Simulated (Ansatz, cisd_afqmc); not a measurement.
System: Sn, charge 0, triplet.

Total energies in def2-SVP, 4 correlated electrons, 9 frozen orbitals. Radicals and triplets start from unrestricted determinants; spin-orbit coupling is neglected. Correlated methods leave the cores frozen (noble-gas shells, and filled d and f shells in the p block). Past Kr the def2 sets carry scalar-relativistic core potentials. The Monte Carlo rows (phaseless AFQMC, CISD trial, step 0.005/hartree) carry one-sigma bars that omit the constraint's bias. Outlying blocks are dropped, and bars are widened where a walk drifts. Over all cases where full CI ran beside it in this data, AFQMC minus full CI had a median of +0.1 mEh and passed +0.4 mEh in a tenth of the cases. Spin-orbit terms, left out, reach several kcal/mol for Br and I, and more for heavier atoms.

| method | program | energy (Eh) | minus CCSDTQ (mEh) |
|---|---|---|---|
| HF | Ansatz | -213.33613 | 48.98 |
| MP2 | Ansatz | -213.37040 | 14.71 |
| CCSD | Ansatz | -213.38427 | 0.84 |
| CCSD(T) | Ansatz | -213.38486 | 0.25 |
| CCSDT(Q) | Ansatz | -213.38510 | 0.01 |
| CCSDTQ | Ansatz | -213.38511 | 0.00 |
| AFQMC/CISD | cisd_afqmc | -213.3850 ± 0.0001 | 0.1 ± 0.1 |

Ansatz is an electronic-structure program.
